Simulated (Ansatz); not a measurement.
Consider the formal exchange of groups at a Ga–O bond: `CC[O][Ga]([CH3])[F]` + `C=C(Cl)I` → `[CH3][Ga]([F])[I]` + `C=C(Cl)OCC`.

Program: Ansatz. Geometries: PBE0-D4/def2-TZVP. ΔE: electronic, gas phase. CCSD(T)/CBS is the MP2 limit (def2-TZVPP, def2-QZVPP) plus CCSD(T) − MP2 in def2-TZVPP, frozen cores. DFT in def2-TZVPP. B3LYP here is the variant with VWN-RPA as its local correlation; programs differ in this. Elements past krypton have def2 core potentials. For Ga, I outer-core shells are correlated without core-valence functions, which leaves a few kJ/mol of doubt a bond. Scalar relativity is left out up to krypton. One conformer a species, not always the lowest.

| level | ΔE (kcal/mol) | difference from CCSD(T)/CBS |
| --- | --- | --- |
| PBE0-D4 | -22.3 | -4.9 |
| ωB97M-V | -20.7 | -3.3 |
| B2PLYP | -19.0 | -1.6 |
| PBE | -20.8 | -3.4 |
| r2SCAN | -21.5 | -4.1 |
| PBE0 | -22.7 | -5.3 |
| B3LYP | -20.8 | -3.4 |
| MP2/def2-TZVPP | -16.6 | 0.8 |
| SCS-MP2/def2-TZVPP | -16.2 | 1.2 |
| CCSD/def2-TZVPP | -18.2 | -0.8 |
| CCSD(T)/def2-TZVPP | -17.5 | -0.1 |
| HF/def2-QZVPP | -25.0 | -7.6 |
| MP2/def2-QZVPP | -16.4 | 1.0 |
| SCS-MP2/def2-QZVPP | -16.1 | 1.3 |
| HF/CBS(def2) | -25.0 | -7.6 |
| CCSD/CBS(def2) | -18.1 | -0.7 |
| CCSD(T)/CBS | -17.4 | 0 |

Largest T1 diagnostic among the species: 0.013.

The D4 term adds +1.0 kcal/mol with B3LYP and +0.4 kcal/mol with PBE0; it sums over pairs of atoms, weighted by their polarisabilities, and B3LYP, whose exchange is more repulsive, gets the larger term. In def2-TZVPP, CCSD(T) changes the Hartree–Fock value by +8.0 kcal/mol (the triples alone add +0.7 kcal/mol) and MP2 by +8.9 kcal/mol.
